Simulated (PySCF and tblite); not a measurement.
The numbers below are computed, except where a source is named.
# Barrier and rate of a rearrangement

System: C₄H₈O₃, numbered as in [CH3:1][O:2][CH2:3][CH2:4][C:5](=[O:6])[OH:7].

Motion: shift of H on O7 from O7 to O6. Level: B3LYP/pcSseg-1 + D3(BJ), IEF-PCM cyclohexane on B3LYP-D3(BJ)/def2-SVP stationary points, with GFN2-xTB thermal terms. Rate constants are transition-state-theory values, counting equivalent paths, without tunnelling. Run with tblite and PySCF.

```csv
point,symmetry,E(GFN2) kcal/mol,E(DFT) kcal/mol,ZPE change kcal/mol,lowest mode cm⁻¹,dipole D
start,Cs,0.0,0.0,0.00,32,0.43
saddle,Cs,34.0,34.4,-3.07,1763i,2.19
end,Cs,0.9,1.3,0.03,22,2.91
```

* Electronic barrier: 34.4 kcal/mol
* Barrier with zero-point energy: 31.3 kcal/mol
* ΔH‡ (298 K): 31.2 kcal/mol
* ΔS‡ (298 K, symmetry apart): -0.8 cal/(mol K)
* Paths: 1 equivalent path
* End point: a different minimum
* Cost: 8.8 min on 1 thread of Arm Neoverse N1 (shared host) (rough), peak memory 0.87 GiB, launched as `OMP_NUM_THREADS=1 python ens_run.py task.json out`

```json

```

ΔG and ΔG‡ leave out symmetry numbers and mirror images; rates count paths: 1 out, 1 back.

Tunnelling of the moving H, left out here, will speed the real process. In real samples such hydrogens mostly exchange between molecules or through solvent, far faster than by this path.
